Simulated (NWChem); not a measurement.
The numbers come from NWChem runs, not from measurements. System: ClIn, charge 0, spin multiplicity 1, at a geometry optimised with PBE/def2-SVP with def2 effective core potentials on In. The structure started from a generated list of species. Level: CCSD(T)/def2-TZVP with def2 effective core potentials on In, 9 core orbitals frozen.

Part of the output:

```
             Northwest Computational Chemistry Package (NWChem) 7.3.0
             --------------------------------------------------------

                                NWChem Input Module
                                -------------------

 Scaling coordinates for geometry "geometry" by  1.889725989
 (inverse scale =  0.529177249)

 Turning off AUTOSYM since
 SYMMETRY directive was detected!

                             Geometry "geometry" -> ""
                             -------------------------

 Output coordinates in angstroms (scale by  1.889725989 to convert to a.u.)

  No.       Tag          Charge          X              Y              Z
 ---- ---------------- ---------- -------------- -------------- --------------
    1 In                  49.0000     0.00000000     0.00000000    -0.63069300
    2 Cl                  17.0000     0.00000000     0.00000000     1.81788100

 Effective nuclear repulsion energy (a.u.)     180.0250465850

            Nuclear Dipole moment (a.u.)
            ----------------------------
        X                 Y               Z
 ---------------- ---------------- ----------------
     0.0000000000     0.0000000000     0.0000377945

      Symmetry information
      --------------------

 Group name             C2v
 Group number             16
 Group order               4
 No. of unique centers     2

      Symmetry unique atoms

     1    2


 Summary of "ao basis" -> "" (spherical)
 ------------------------------------------------------------------------------
       Tag                 Description            Shells   Functions and Types
 ---------------- ------------------------------  ------  ---------------------
 *                         def2-tzvp                  on all atoms

 Summary of "ao basis" -> "ao basis" (spherical)
 ------------------------------------------------------------------------------
       Tag                 Description            Shells   Functions and Types
 ---------------- ------------------------------  ------  ---------------------
 In                        def2-tzvp                16       50   6s5p3d2f
 Cl                        def2-tzvp                13       37   5s5p2d1f

                                 NWChem SCF Module
                                 -----------------

  ao basis        = "ao basis"
  functions       =    87
  atoms           =     2
  closed shells   =    19
  open shells     =     0
  charge          =   0.00
  wavefunction    = RHF
  use symmetry    = T
  symmetry adapt  = T

 Summary of "ao basis" -> "ao basis" (spherical)
 ------------------------------------------------------------------------------
       Tag                 Description            Shells   Functions and Types
 ---------------- ------------------------------  ------  ---------------------
 In                        def2-tzvp                16       50   6s5p3d2f
 Cl                        def2-tzvp                13       37   5s5p2d1f

      Symmetry analysis of basis
      --------------------------

        a1         37
        a2          8
        b1         21
        b2         21

 Forming initial guess at       0.1s

      Superposition of Atomic Density Guess
      -------------------------------------

 Sum of atomic energies:        -677.53710843

      Non-variational initial energy
      ------------------------------

 Total energy =    -648.656191
 1-e energy   =   -1123.796822
 2-e energy   =     397.987040
 HOMO         =      -0.293450
 LUMO         =      -0.001842

      Symmetry analysis of molecular orbitals - initial
      -------------------------------------------------

 !! scf_movecs_sym_adapt:   58 vectors were symmetry contaminated

  Symmetry fudging

 !! scf_movecs_sym_adapt:   54 vectors were symmetry contaminated

  Numbering of irreducible representations:

     1 a1          2 a2          3 b1          4 b2

  Orbital symmetries:

     1 a1          2 a1          3 a1          4 b1          5 b2
     6 a1          7 a1          8 b1          9 b2         10 a1
    11 b2         12 b1         13 a2         14 a1         15 a1
    16 a1         17 b2         18 b1         19 a1         20 b2
    21 b1         22 a1         23 b1         24 b2         25 a1
[...]
     6      0.483550  1 In s                  1     -0.383247  1 In s
     3     -0.306866  1 In s                 67      0.300773  2 Cl pz
    70      0.235838  2 Cl pz                 4     -0.233467  1 In s
    18     -0.182883  1 In pz                12      0.150775  1 In pz

 Vector   20  Occ=0.000000D+00  E= 1.435175D-02  Symmetry=b1
              MO Center=  5.5D-17, -8.3D-31, -7.6D-01, r^2= 7.2D+00
   Bfn.  Coefficient  Atom+Function         Bfn.  Coefficient  Atom+Function
  ----- ------------  ---------------      ----- ------------  ---------------
    19      0.699078  1 In px                16      0.279282  1 In px
    10     -0.217423  1 In px                13      0.211417  1 In px
    68     -0.192991  2 Cl px

 Vector   21  Occ=0.000000D+00  E= 1.435175D-02  Symmetry=b2
              MO Center= -1.4D-30,  4.3D-17, -7.6D-01, r^2= 7.2D+00
   Bfn.  Coefficient  Atom+Function         Bfn.  Coefficient  Atom+Function
  ----- ------------  ---------------      ----- ------------  ---------------
    20      0.699078  1 In py                17      0.279282  1 In py
    11     -0.217423  1 In py                14      0.211417  1 In py
    69     -0.192991  2 Cl py

 Vector   22  Occ=0.000000D+00  E= 6.726254D-02  Symmetry=a1
              MO Center= -1.0D-17,  3.6D-15, -1.2D+00, r^2= 1.1D+01
   Bfn.  Coefficient  Atom+Function         Bfn.  Coefficient  Atom+Function
  ----- ------------  ---------------      ----- ------------  ---------------
    21      1.221704  1 In pz                18     -0.422763  1 In pz
     5      0.253964  1 In s                 34     -0.232806  1 In d  0
    15      0.192934  1 In pz                55     -0.181558  2 Cl s
     2      0.157719  1 In s

 center of mass
 --------------
 x =   0.00000000 y =   0.00000000 z =  -0.11221884

 moments of inertia (a.u.)
 ------------------
         574.007753438569           0.000000000000           0.000000000000
           0.000000000000         574.007753438569           0.000000000000
           0.000000000000           0.000000000000           0.000000000000

  Mulliken analysis of the total density
  --------------------------------------

    Atom       Charge   Shell Charges
 -----------   ------   -------------------------------------------------------
    1 In  21    20.44   0.40 -0.84  1.58  0.85  1.08  0.82 -0.41  6.37  0.22  0.24  0.04  8.94  1.05  0.08  0.02  0.00
    2 Cl  17    17.56   2.01  0.45  1.52  1.07  0.91  4.18  1.69  1.07  2.85  1.80  0.00  0.01  0.00

       Multipole analysis of the density wrt the origin
       ------------------------------------------------

     L   x y z        total         open         nuclear
     -   - - -        -----         ----         -------
     0   0 0 0      0.000000      0.000000     38.000000

     1   1 0 0      0.000000      0.000000      0.000000
     1   0 1 0      0.000000      0.000000      0.000000
     1   0 0 1     -1.491687      0.000000     33.371472

     2   2 0 0    -25.353166      0.000000      0.000000
     2   1 1 0      0.000000      0.000000      0.000000
     2   1 0 1     -0.000000      0.000000      0.000000
     2   0 2 0    -25.353166      0.000000      0.000000
     2   0 1 1      0.000000      0.000000      0.000000
     2   0 0 2    -32.941708      0.000000    230.451491

                   NWChem Extensible Many-Electron Theory Module
                   ---------------------------------------------


            General Information
            -------------------
      Number of processors :     1
         Wavefunction type : Restricted Hartree-Fock
          No. of electrons :    38
           Alpha electrons :    19
            Beta electrons :    19
           No. of orbitals :   174
            Alpha orbitals :    87
             Beta orbitals :    87
        Alpha frozen cores :     9
         Beta frozen cores :     9
     Alpha frozen virtuals :     0
      Beta frozen virtuals :     0
         Spin multiplicity : singlet
    Number of AO functions :    87
       Number of AO shells :    29
        Use of symmetry is : on
      Symmetry adaption is : on
         Schwarz screening : 0.10D-09

          Correlation Information
          -----------------------
          Calculation type : Coupled-cluster singles & doubles w/ perturbation
   Perturbative correction : (T)
            Max iterations :      100
        Residual threshold : 0.10D-05
     T(0) DIIS level shift : 0.00D+00
     L(0) DIIS level shift : 0.00D+00
     T(1) DIIS level shift : 0.00D+00
     L(1) DIIS level shift : 0.00D+00
     T(R) DIIS level shift : 0.00D+00
     T(I) DIIS level shift : 0.00D+00
   CC-T/L Amplitude update :  5-th order DIIS
                I/O scheme : Global Array Library
        L-threshold :  0.10D-05
        EOM-threshold :  0.10D-05
 no EOMCCSD initial starts read in
 TCE RESTART OPTIONS
 SLICE:      F
 D4D5:       F
 quantumc:   F
 qrotation:  F
 pwtce:      F
 qducc:      F
 nacto:                         0
 nrotv:                         0
 nrot:                          0

            Memory Information
            ------------------
          Available GA space size is     249029231 doubles
          Available MA space size is     104836644 doubles

 Maximum block size supplied by input
 Maximum block size        24 doubles

 tile_dim =     17

 -------------------------------------------------

 Global array virtual files algorithm will be used

 Parallel file system coherency ......... OK

 4-electron integrals stored in orbital form

 v2    file size   =          2095745
 4-index algorithm nr.  13 is used
 imaxsize =       30
 imaxsize ichop =        0


CCSD iterations
 ---------------------------------------------------------
 Iter          Residuum       Correlation     Cpu    Wall
 ---------------------------------------------------------
    1   0.1380323815074  -0.4500094584300     1.4     1.4
    2   0.0313933947853  -0.4521718825917     1.4     1.4
    3   0.0099850539817  -0.4583823507857     1.4     1.4
    4   0.0040883780503  -0.4592393350817     1.4     1.4
    5   0.0016603157588  -0.4597251161898     1.3     1.3
    6   0.0005431461608  -0.4599226253041     1.4     1.4
    7   0.0002996330332  -0.4599622160921     1.4     1.4
    8   0.0001241122739  -0.4599637283895     1.4     1.4
    9   0.0000909224987  -0.4599656659366     1.4     1.4
   10   0.0000425046401  -0.4599682428276     1.3     1.3
   11   0.0000118466883  -0.4599707973646     1.4     1.4
   12   0.0000056976835  -0.4599704164825     1.4     1.4
   13   0.0000031198853  -0.4599704925050     1.3     1.3
   14   0.0000019501072  -0.4599704099194     1.4     1.4
   15   0.0000011436870  -0.4599704028755     1.4     1.4
   16   0.0000002715775  -0.4599703544065     1.4     1.4
 -----------------------------------------------------------------
 Iterations converged
 CCSD correlation energy / hartree =        -0.459970354406477
 CCSD total energy / hartree       =      -649.271762869366512

 Singles contributions

 Doubles contributions
 CCSD(T)
 Using plain CCSD(T) code
             total no. of tasks          925
 total no. of tasks / no. procs          925
                         wl_min          343           2.6
                         wl_max       505750           8.9
        thresh for no. of tasks          925

 CCSD[T]  correction energy / hartree =        -0.017255063994445
 CCSD[T] correlation energy / hartree =        -0.477225418400922
 CCSD[T] total energy / hartree       =      -649.289017933360924
 CCSD(T)  correction energy / hartree =        -0.016278072345498
 CCSD(T) correlation energy / hartree =        -0.476248426751975
 CCSD(T) total energy / hartree       =      -649.288040941711984

 Task  times  cpu:       59.7s     wall:       59.7s

 Total times  cpu:       59.7s     wall:       59.7s
```

Task: Write an NWChem input that would produce this output.

Result: Several could match; the one computed here: 
```
start mol
memory heap 100 mb stack 700 mb global 1900 mb
geometry units angstroms nocenter noautoz
  In     0.000000     0.000000    -0.630693
  Cl     0.000000     0.000000     1.817881
  symmetry group C2v
end
basis spherical
  * library def2-tzvp
end
ecp
  In library def2-ecp
end
scf
  rhf
  nopen 0
  maxiter 100
  thresh 1e-7
  semidirect memsize 60000000 filesize 0
end
tce
  freeze core 9
  ccsd(t)
  2eorb
  2emet 13
  thresh 1e-6
  maxiter 100
  tilesize 24
end
task tce energy
```
